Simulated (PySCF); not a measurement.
Ligand exchange on a metal centre used in film growth or etching (Zn OH-CH3). All species are isolated molecules in the gas phase. One relaxed conformer stands for each flexible species; it need not be the lowest.

The charge on the central atom (Mulliken) from two functionals at the same geometries (PBE-D3(BJ)/def2-SVP), both in PySCF: PBE-D3(BJ)/def2-TZVP and TPSSh-D3(BJ)/def2-TZVP. 

```json
[
 {"species": "0 of 2 OH replaced by CH3 ([Zn(OH)2])", "TPSSh-D3(BJ)/def2-TZVP (e)": "0.60"},
 {"species": "1 of 2 OH replaced by CH3 ([Zn(OH)(CH3)])", "TPSSh-D3(BJ)/def2-TZVP (e)": "0.45"},
 {"species": "2 of 2 OH replaced by CH3 ([Zn(CH3)2])", "TPSSh-D3(BJ)/def2-TZVP (e)": "0.36"}
]
```

Q: What does PBE-D3(BJ)/def2-TZVP give for each?

A: 
- 0 of 2 OH replaced by CH3 ([Zn(OH)2]): 0.50
- 1 of 2 OH replaced by CH3 ([Zn(OH)(CH3)]): 0.38
- 2 of 2 OH replaced by CH3 ([Zn(CH3)2]): 0.31
Over these rows, drawn at random from the members with no instability flagged (it was tested for open shells, ions and some series alone), PBE minus TPSSh-D3(BJ): mean -0.07 e, from -0.10 e to -0.05 e.
